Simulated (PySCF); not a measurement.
3-methoxypropanenitrile (C4H7NO), SMILES O(CCC#N)C.

Coordinates come from a PBE-D3(BJ)/def2-SVP optimisation. One conformer was computed; it need not be the lowest.

These are PBE-D3(BJ)/def2-SVP in PySCF values and carry that method's errors.

Frequencies are harmonic and unscaled.

Computed normal modes with their intensities:
```json
[
 {"mode": "1", "ν (cm⁻¹)": "86", "IR (km/mol)": "3.4", "moving atoms (share of kinetic energy)": "C 49 %, H 34 %, N 16 %"},
 {"mode": "2", "ν (cm⁻¹)": "109", "IR (km/mol)": "8.5", "moving atoms (share of kinetic energy)": "H 36 %, O 32 %, C 29 %"},
 {"mode": "3", "ν (cm⁻¹)": "126", "IR (km/mol)": "6.6", "moving atoms (share of kinetic energy)": "C 46 %, N 39 %, H 15 %"},
 {"mode": "4", "ν (cm⁻¹)": "233", "IR (km/mol)": "4.1", "moving atoms (share of kinetic energy)": "H 80 %, O 14 %"},
 {"mode": "5", "ν (cm⁻¹)": "291", "IR (km/mol)": "2.3", "moving atoms (share of kinetic energy)": "C 44 %, O 24 %, H 18 %, N 14 %"},
 {"mode": "6", "ν (cm⁻¹)": "378", "IR (km/mol)": "0.0", "moving atoms (share of kinetic energy)": "C 59 %, H 22 %, N 18 %"},
 {"mode": "7", "ν (cm⁻¹)": "414", "IR (km/mol)": "1.7", "moving atoms (share of kinetic energy)": "C 54 %, O 19 %, H 18 %, N 9 %"},
 {"mode": "8", "ν (cm⁻¹)": "529", "IR (km/mol)": "1.2", "moving atoms (share of kinetic energy)": "C 71 %, H 12 %, N 9 %, O 8 %"},
 {"mode": "9", "ν (cm⁻¹)": "775", "IR (km/mol)": "0.9", "moving atoms (share of kinetic energy)": "H 85 %, C 15 %"},
 {"mode": "10", "ν (cm⁻¹)": "946", "IR (km/mol)": "6.0", "moving atoms (share of kinetic energy)": "C 59 %, N 18 %, H 17 %"},
 {"mode": "11", "ν (cm⁻¹)": "992", "IR (km/mol)": "26.3", "moving atoms (share of kinetic energy)": "C 48 %, H 28 %, O 21 %"},
 {"mode": "12", "ν (cm⁻¹)": "1038", "IR (km/mol)": "1.9", "moving atoms (share of kinetic energy)": "H 62 %, C 38 %"},
 {"mode": "13", "ν (cm⁻¹)": "1045", "IR (km/mol)": "0.1", "moving atoms (share of kinetic energy)": "C 69 %, H 30 %"},
 {"mode": "14", "ν (cm⁻¹)": "1134", "IR (km/mol)": "1.3", "moving atoms (share of kinetic energy)": "H 78 %, C 19 %"},
 {"mode": "15", "ν (cm⁻¹)": "1154", "IR (km/mol)": "81.8", "moving atoms (share of kinetic energy)": "H 40 %, C 33 %, O 26 %"},
 {"mode": "16", "ν (cm⁻¹)": "1183", "IR (km/mol)": "3.9", "moving atoms (share of kinetic energy)": "H 77 %, C 18 %"},
 {"mode": "17", "ν (cm⁻¹)": "1190", "IR (km/mol)": "131.4", "moving atoms (share of kinetic energy)": "O 37 %, C 36 %, H 27 %"},
 {"mode": "18", "ν (cm⁻¹)": "1247", "IR (km/mol)": "0.9", "moving atoms (share of kinetic energy)": "H 93 %"},
 {"mode": "19", "ν (cm⁻¹)": "1250", "IR (km/mol)": "1.5", "moving atoms (share of kinetic energy)": "H 60 %, C 35 %"},
 {"mode": "20", "ν (cm⁻¹)": "1368", "IR (km/mol)": "39.1", "moving atoms (share of kinetic energy)": "H 69 %, C 30 %"},
 {"mode": "21", "ν (cm⁻¹)": "1392", "IR (km/mol)": "5.9", "moving atoms (share of kinetic energy)": "H 92 %"},
 {"mode": "22", "ν (cm⁻¹)": "1405", "IR (km/mol)": "7.9", "moving atoms (share of kinetic energy)": "H 97 %"},
 {"mode": "23", "ν (cm⁻¹)": "1412", "IR (km/mol)": "0.5", "moving atoms (share of kinetic energy)": "H 87 %, C 11 %"},
 {"mode": "24", "ν (cm⁻¹)": "1431", "IR (km/mol)": "11.8", "moving atoms (share of kinetic energy)": "H 93 %"},
 {"mode": "25", "ν (cm⁻¹)": "1465", "IR (km/mol)": "2.3", "moving atoms (share of kinetic energy)": "H 90 %, C 9 %"},
 {"mode": "26", "ν (cm⁻¹)": "2301", "IR (km/mol)": "13.1", "moving atoms (share of kinetic energy)": "C 62 %, N 38 %"},
 {"mode": "27", "ν (cm⁻¹)": "2886", "IR (km/mol)": "34.0", "moving atoms (share of kinetic energy)": "H 96 %"},
 {"mode": "28", "ν (cm⁻¹)": "2899", "IR (km/mol)": "70.6", "moving atoms (share of kinetic energy)": "H 96 %"},
 {"mode": "29", "ν (cm⁻¹)": "2926", "IR (km/mol)": "62.8", "moving atoms (share of kinetic energy)": "H 90 %, C 10 %"},
 {"mode": "30", "ν (cm⁻¹)": "2955", "IR (km/mol)": "44.1", "moving atoms (share of kinetic energy)": "H 90 %, C 10 %"},
 {"mode": "31", "ν (cm⁻¹)": "2989", "IR (km/mol)": "2.4", "moving atoms (share of kinetic energy)": "H 95 %"},
 {"mode": "32", "ν (cm⁻¹)": "3043", "IR (km/mol)": "1.1", "moving atoms (share of kinetic energy)": "H 90 %, C 10 %"},
 {"mode": "33", "ν (cm⁻¹)": "3071", "IR (km/mol)": "17.3", "moving atoms (share of kinetic energy)": "H 91 %, C 9 %"}
]
```
